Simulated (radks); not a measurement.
Question: In XXVII, 23 electrons, occupied as [Ar] 3d5. Method: scalar-relativistic Kohn-Sham, exchange-only LDA, spin-polarised, spherical densities, point nucleus; open shells are filled with parallel spins first (spin-orbit coupling, left out, can overturn this in heavy ions); computed with a radial shooting solver on a logarithmic mesh with Libxc functionals. Some entries of the table are withheld. Estimate them.

| orbital | occ. | eigenvalue (hartree) | r(max) (bohr) |
|---|---|---|---|
| 1s up | 1 | -1057.796 | 0.01924 |
| 1s down | 1 | -1057.781 | 0.01924 |
| 2s up | 1 | -191.1835 | 0.1086 |
| 2s down | 1 | -190.6351 | 0.1085 |
| 2p up | 3 | -175.7813 | (1) |
| 2p down | 3 | -175.3561 | (2) |
| 3s up | 1 | -62.85710 | 0.3055 |
| 3s down | 1 | -62.23017 | 0.3061 |
| 3p up | 3 | -57.86461 | 0.2963 |
| 3p down | 3 | -57.22393 | 0.2971 |
| 3d up | 5 | -50.75172 | 0.2412 |
| 3d down | 0 | -49.99178 | 0.2421 |

Answer: 
(1) 2p up r(max) (bohr): 0.08682
(2) 2p down r(max) (bohr): 0.08669
